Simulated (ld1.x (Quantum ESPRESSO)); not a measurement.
# An all-electron radial function and its pseudo partner (Si)

Columns: radius, all-electron u(r) and pseudo u(r) of the 3p shell (level -4.08 eV) of silicon in the configuration [Ne] 3s2 3p2; PBE, scalar-relativistic, ultrasoft scheme, ld1.x (Quantum ESPRESSO) 7.5.

```tsv
r (bohr)	all-electron	pseudo
0.090	0.0876	-0.0026
0.180	0.1965	-0.0106
0.270	0.2521	-0.0237
0.360	0.2537	-0.0420
0.450	0.2158	-0.0652
0.540	0.1535	-0.0931
0.630	0.0781	-0.1254
0.720	-0.0025	-0.1616
0.810	-0.0831	-0.2011
0.900	-0.1605	-0.2431
0.990	-0.2327	-0.2869
1.080	-0.2986	-0.3314
1.170	-0.3577	-0.3758
1.260	-0.4101	-0.4188
1.350	-0.4562	-0.4595
1.440	-0.4960	-0.4968
1.530	-0.5296	-0.5297
1.620	-0.5574	-0.5574
1.710	-0.5797	-0.5797
1.800	-0.5970	-0.5970
1.890	-0.6096	-0.6096
1.980	-0.6180	-0.6180
2.070	-0.6226	-0.6226
2.160	-0.6240	-0.6240
2.250	-0.6225	-0.6225
2.340	-0.6184	-0.6184
```

(1) How many radial nodes do the two functions have?

(2) At about which radius was the pseudo-wave matched?

(3) Where does each function peak?

(4) Is the pseudo-wave norm-conserving?

Answers

(1) The all-electron 3p function has n − l − 1 = 1; the pseudo-wave has 0, since the states of the same l below it are removed with the core.

(2) 1.60 bohr, where the columns begin to agree (steps of 0.09 bohr).

(3) Outermost all-electron maximum near 2.16 bohr, pseudo maximum near 2.16 bohr (to the table’s step).

(4) No, it belongs to an ultrasoft set: the norm inside the radius is not constrained, and the difference is carried by the augmentation charge.
